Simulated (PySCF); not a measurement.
## `OC[C@@H]1C[C@H](Cl)[C@@H]1Br`, C5H8BrClO

Geometry (Å), atoms numbered from 1 in this order:
```xyz
16

O    -0.895   -0.565   -1.805
C    -1.537   -0.407   -0.575
C    -0.658    0.233    0.509
C     0.313    1.303   -0.030
C     1.513    0.417    0.328
Cl    2.398   -0.209   -1.081
C     0.556   -0.575    1.008
Br    0.680   -2.448    0.494
H    -0.172   -1.199   -1.710
H    -1.926   -1.365   -0.198
H    -2.385    0.255   -0.769
H    -1.304    0.561    1.325
H     0.197    1.477   -1.098
H     0.293    2.249    0.505
H     2.258    0.853    0.994
H     0.661   -0.572    2.093
```

Computed with TDDFT B3LYP/def2-SVPD circular dichroism and optical rotation, one conformer, gas phase (PySCF 2.14.0). Geometry: GFN2-xTB.

The molecule is flexible and this is one conformer; a measurement averages over conformers. The calculation is non-relativistic, which matters for the atoms heavier than Zn.

**Question.** Draw the ECD and absorption spectra from the lowest 8 states, each a Gaussian of half-width 0.25 eV at 1/e height.

**Answer.** 
| E (eV) | λ (nm) | Δε (L mol⁻¹ cm⁻¹) | ε (L mol⁻¹ cm⁻¹) |
| --- | --- | --- | --- |
| 5.13 | 241 | +0.04 | 1.64 |
| 5.23 | 237 | +0.17 | 7.3 |
| 5.33 | 232 | +0.55 | 24.8 |
| 5.43 | 228 | +1.28 | 67.5 |
| 5.53 | 224 | +2.18 | 158 |
| 5.63 | 220 | +2.74 | 332 |
| 5.73 | 216 | +2.56 | 612 |
| 5.83 | 213 | +1.88 | 927 |
| 5.93 | 209 | +1.31 | 1110 |
| 6.03 | 205 | +1.27 | 1080 |
| 6.13 | 202 | +1.69 | 962 |
| 6.23 | 199 | +2.07 | 891 |
| 6.33 | 196 | +2.00 | 829 |
| 6.43 | 193 | +1.85 | 696 |
| 6.53 | 190 | +2.78 | 595 |
| 6.63 | 187 | +5.71 | 743 |
| 6.73 | 184 | +9.76 | 1210 |
| 6.83 | 181 | +11.81 | 1800 |

Δε uses R in velocity form, ε uses f in length form. Only the states computed contribute, so the short-wavelength end is incomplete.

The sign of the CD band at 209 nm isn't settled: the length form gives the opposite one.
